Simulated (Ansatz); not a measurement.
Computed with Ansatz.

A structure relaxed at PBE0-D4/def2-TZVP, charge 0, multiplicity 1:

| atom | x (Å) | y (Å) | z (Å) |
| --- | --- | --- | --- |
| O1 | -1.4329 | -0.9896 | -1.6360 |
| Si2 | 0.1381 | -0.6710 | -1.2923 |
| S3 | 0.6854 | -1.2033 | 0.7042 |
| Si4 | 0.3928 | 0.7257 | 1.5746 |
| H5 | -2.1035 | -0.6292 | -1.0535 |
| H6 | 0.4440 | 0.7754 | -1.4590 |
| H7 | 0.9236 | -1.5068 | -2.2219 |
| H8 | -0.9265 | 1.2853 | 1.1753 |
| H9 | 1.4554 | 1.6760 | 1.1636 |
| H10 | 0.4236 | 0.5374 | 3.0450 |

**Question.** Give its formula and SMILES.

**Answer.** H6OSSi2, `O[SiH2]S[SiH3]`.

**Question.** Summarise the bond lengths by kind.

**Answer.** 1 × O–Si 1.639 Å; 1 × H–O 0.959 Å; 2 × S–Si 2.136 to 2.137 Å; 5 × H–Si 1.476 to 1.488 Å.
